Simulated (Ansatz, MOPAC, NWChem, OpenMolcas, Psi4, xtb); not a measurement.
# GaH2ClO (SMILES [OH][GaH][Cl]): the zero-point energy at each level's own minimum, rung by rung

The runs start from one conformer, not always the lowest.

GaH2ClO, singlet, SMILES `[OH][GaH][Cl]`. Each level relaxes the structure for itself.

Each level gives the zero-point energy at each level's own minimum (kJ/mol). The values are calculated.

| level | kind | program | value (kJ/mol) |
| --- | --- | --- | --- |
| MNDO | semi-empirical | MOPAC | 50.9 |
| PM6-DH+ | semi-empirical | MOPAC | 51.4 |
| PM7 | semi-empirical | MOPAC | 52.3 |
| GFN1-xTB | semi-empirical | xtb | 53.0 |
| HF/3-21G | Hartree–Fock | OpenMolcas | 58.2 |
| HF/6-31G* (Cartesian functions) | Hartree–Fock | OpenMolcas | 60.1 |
| HF/cc-pVTZ | Hartree–Fock | OpenMolcas | 60.2 |
| B3LYP/6-31G*/LANL2DZ (core potential, spherical functions) | global hybrid | NWChem | 56.1 |
| PBE0-D4/def2-TZVP | global hybrid | Ansatz | 57.4 |
| PBE0-D4/def2-SVP (density fitting) | global hybrid | Psi4 | 57.3 |

All-electron rows without a relativistic Hamiltonian named are non-relativistic, while core potentials hold scalar relativity, so basis and relativity change together. Harmonic and unscaled. The values span 50.9 to 60.2 kJ/mol.
